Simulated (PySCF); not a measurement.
**Stretching CrO**

Set-up: Cr def2-TZVPP, O def2-TZVPP; no relativity (PySCF 2.14). Energies in eV from Cr (3d5 4s1) + O in their ground configurations at the same level. State: ⁵Π (quintet), unpaired electrons σ ↑, π ↑, δ ↑↑.

All columns are PBE0. A positive dipole means Cr(−)O(+).

```csv
R (Å),E (eV),μ (D),Mulliken charge on Cr (basis-dependent),HOMO (eV),LUMO (eV),Mayer bond order,⟨S²⟩
1.391,-2.677,-2.20,0.53,-5.41,-2.24,2.38,6.04
1.455,-3.439,-2.85,0.57,-5.70,-2.46,2.30,6.06
1.520,-3.837,-3.45,0.58,-5.84,-2.67,2.22,6.10
1.569,-3.963,-3.84,0.58,-5.91,-2.80,2.16,6.14
1.617,-3.985,-4.18,0.57,-5.97,-2.91,2.08,6.21
1.665,-3.938,-4.44,0.55,-6.01,-2.96,1.97,6.31
1.730,-3.812,-4.68,0.53,-6.01,-2.96,1.79,6.46
1.811,-3.607,-4.85,0.50,-5.99,-2.86,1.55,6.64
1.908,-3.334,-5.00,0.47,-5.96,-2.68,1.30,6.81
2.037,-2.953,-5.27,0.46,-5.96,-2.62,1.08,6.95
```

A fit through these points gives, at Re = 1.606 Å, μ = -4.11 D and dμ/dR = -6.55 D/Å; the reduced mass is 12.23 u.

Problem. How strong is the fundamental in the double-harmonic approximation, I = 42.26·(dμ/dR)²/μred km/mol?

Solution. I = 42.26·(-6.55)²/12.23 = 148 km/mol at PBE0.

The metal atom is held in its measured ground configuration; semilocal functionals can put another filling of s and d lower by some tenths of an eV, and De to that atom would be smaller. ⟨S²⟩ of the unrestricted solution departs from its pure value on part of the curve, where spin states mix. With d or f electrons several states lie close, and the lowest PBE0 determinant need not be the measured ground state.
